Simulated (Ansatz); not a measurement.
Born–Oppenheimer molecular dynamics of C$_{2}$H$_{8}$AlNO (13 atoms, charge 0, multiplicity 1). It starts from a rough guess of a transition structure, not a stationary point.

Theory: UKS PBE0/STO-3G in Ansatz.

| Property | Result |
| --- | --- |
| ensemble | NVE (velocity Verlet) |
| time step | 0.5 fs |
| steps asked | 150 |
| starting velocities drawn for | 1000 K |
| seed | 180365 |

Frames 0.5 fs apart, positions in Å.

Velocities at 40 fs (Å/ps):

```
Al 9.12 1.79 3.00
N -23.14 7.77 -17.78
C -1.96 -3.71 -11.83
O 8.20 -14.27 13.22
H 11.98 -106.46 44.39
C 0.03 12.83 5.16
H -46.89 51.78 36.87
H 25.48 16.26 -4.21
H -1.09 -3.08 -27.25
H 7.55 -9.77 -55.07
H -17.28 36.81 -16.39
H 2.93 -50.52 5.45
H -12.39 26.98 52.54
```

```xyz
13
Properties=species:S:1:pos:R:3 time_fs=40 energy_less_start_eV=-1.669 T=2174
Al 0.324 -0.397 0.862
N -0.562 0.838 0.034
C -0.275 1.530 -1.243
O 0.864 0.295 2.369
H 0.903 1.336 2.362
C 0.300 -2.224 0.355
H -1.477 1.003 0.409
H 0.824 1.629 -1.364
H -0.686 2.491 -1.261
H -0.623 1.028 -2.147
H -0.062 -2.364 -0.702
H -0.341 -2.796 1.063
H 1.262 -2.518 0.615
13
Properties=species:S:1:pos:R:3 time_fs=40.5 energy_less_start_eV=-1.659 T=2164
Al 0.328 -0.396 0.863
N -0.574 0.842 0.025
C -0.276 1.528 -1.249
O 0.868 0.288 2.376
H 0.909 1.281 2.383
C 0.299 -2.218 0.357
H -1.503 1.030 0.427
H 0.836 1.638 -1.366
H -0.688 2.493 -1.274
H -0.620 1.022 -2.175
H -0.070 -2.346 -0.708
H -0.339 -2.821 1.065
H 1.259 -2.506 0.640
13
Properties=species:S:1:pos:R:3 time_fs=41 energy_less_start_eV=-1.496 T=2051
Al 0.333 -0.395 0.865
N -0.585 0.846 0.016
C -0.277 1.525 -1.254
O 0.872 0.281 2.382
H 0.913 1.228 2.403
C 0.299 -2.211 0.360
H -1.529 1.058 0.445
H 0.847 1.646 -1.368
H -0.692 2.500 -1.288
H -0.617 1.016 -2.204
H -0.074 -2.328 -0.711
H -0.337 -2.844 1.064
H 1.262 -2.499 0.664
13
Properties=species:S:1:pos:R:3 time_fs=41.5 energy_less_start_eV=-1.228 T=1869
Al 0.337 -0.393 0.867
N -0.596 0.850 0.007
C -0.277 1.522 -1.260
O 0.876 0.272 2.389
H 0.917 1.184 2.421
C 0.297 -2.205 0.363
H -1.554 1.087 0.460
H 0.855 1.654 -1.370
H -0.697 2.512 -1.302
H -0.614 1.010 -2.231
H -0.075 -2.312 -0.710
H -0.334 -2.864 1.060
H 1.270 -2.494 0.685
13
Properties=species:S:1:pos:R:3 time_fs=42 energy_less_start_eV=-0.998 T=1714
Al 0.342 -0.392 0.869
N -0.608 0.854 -0.002
C -0.277 1.519 -1.266
O 0.881 0.263 2.395
H 0.921 1.157 2.438
C 0.295 -2.198 0.366
H -1.574 1.116 0.471
H 0.859 1.661 -1.371
H -0.704 2.526 -1.316
H -0.610 1.005 -2.255
H -0.073 -2.296 -0.705
H -0.330 -2.881 1.053
H 1.283 -2.493 0.703
13
Properties=species:S:1:pos:R:3 time_fs=42.5 energy_less_start_eV=-0.941 T=1673
Al 0.346 -0.390 0.871
N -0.620 0.858 -0.011
C -0.277 1.516 -1.272
O 0.885 0.251 2.401
H 0.925 1.149 2.455
C 0.293 -2.192 0.370
H -1.588 1.145 0.478
H 0.860 1.668 -1.371
H -0.712 2.542 -1.330
H -0.605 1.001 -2.275
H -0.067 -2.282 -0.696
H -0.325 -2.894 1.043
H 1.297 -2.494 0.717
13
Properties=species:S:1:pos:R:3 time_fs=43 energy_less_start_eV=-1.046 T=1741
Al 0.350 -0.388 0.873
N -0.632 0.862 -0.020
C -0.277 1.512 -1.278
O 0.889 0.239 2.406
H 0.929 1.160 2.471
C 0.290 -2.186 0.373
H -1.595 1.173 0.480
H 0.858 1.673 -1.371
H -0.719 2.557 -1.344
H -0.599 0.998 -2.292
H -0.058 -2.268 -0.684
H -0.319 -2.902 1.029
H 1.312 -2.496 0.727
13
Properties=species:S:1:pos:R:3 time_fs=43.5 energy_less_start_eV=-1.187 T=1836
Al 0.354 -0.386 0.876
N -0.644 0.866 -0.028
C -0.277 1.509 -1.285
O 0.893 0.225 2.412
H 0.933 1.185 2.486
C 0.287 -2.180 0.378
H -1.595 1.199 0.477
H 0.852 1.678 -1.371
H -0.725 2.569 -1.357
H -0.593 0.997 -2.303
H -0.046 -2.257 -0.671
H -0.312 -2.907 1.013
H 1.326 -2.500 0.731
13
Properties=species:S:1:pos:R:3 time_fs=44 energy_less_start_eV=-1.266 T=1892
Al 0.358 -0.383 0.878
N -0.657 0.870 -0.035
C -0.277 1.507 -1.292
O 0.896 0.210 2.417
H 0.936 1.217 2.501
C 0.285 -2.175 0.382
H -1.589 1.224 0.469
H 0.842 1.682 -1.371
H -0.730 2.578 -1.371
H -0.585 0.997 -2.310
H -0.031 -2.246 -0.657
H -0.306 -2.908 0.994
H 1.337 -2.504 0.731
13
Properties=species:S:1:pos:R:3 time_fs=44.5 energy_less_start_eV=-1.269 T=1896
Al 0.362 -0.380 0.881
N -0.669 0.873 -0.043
C -0.277 1.504 -1.300
O 0.900 0.196 2.422
H 0.939 1.249 2.514
C 0.283 -2.170 0.388
H -1.576 1.247 0.457
H 0.831 1.685 -1.369
H -0.733 2.583 -1.385
H -0.576 0.998 -2.312
H -0.014 -2.238 -0.643
H -0.299 -2.906 0.974
H 1.345 -2.508 0.725
13
Properties=species:S:1:pos:R:3 time_fs=45 energy_less_start_eV=-1.225 T=1867
Al 0.365 -0.377 0.884
N -0.682 0.876 -0.050
C -0.278 1.502 -1.307
O 0.904 0.181 2.428
H 0.940 1.275 2.525
C 0.281 -2.165 0.394
H -1.557 1.270 0.439
H 0.818 1.687 -1.368
H -0.734 2.582 -1.398
H -0.566 1.000 -2.310
H 0.005 -2.231 -0.632
H -0.294 -2.902 0.954
H 1.350 -2.512 0.713
13
Properties=species:S:1:pos:R:3 time_fs=45.5 energy_less_start_eV=-1.167 T=1827
Al 0.368 -0.373 0.887
N -0.695 0.879 -0.056
C -0.279 1.501 -1.315
O 0.909 0.167 2.433
H 0.941 1.294 2.534
C 0.281 -2.161 0.400
H -1.535 1.292 0.419
H 0.805 1.689 -1.367
H -0.733 2.577 -1.411
H -0.556 1.003 -2.305
H 0.025 -2.225 -0.624
H -0.291 -2.896 0.934
H 1.349 -2.515 0.697
```

Of the whole run (75 fs, mean temperature of the second half 1595 K): The conserved energy stayed within 1.4 meV per atom of its start (net change 0.65 meV per atom), so the integration is sound. The kinetic energy rose, since the run started high on the potential surface and went downhill. A run of 0.075 ps of so small a system gives no equilibrium averages. The orbitals were unrestricted but ended closed-shell. Limits of this set-up: minimal basis.

Time of the run: 9.4 min on 1 thread of Arm Neoverse V1 (shared host), peak memory 0.14 GiB.
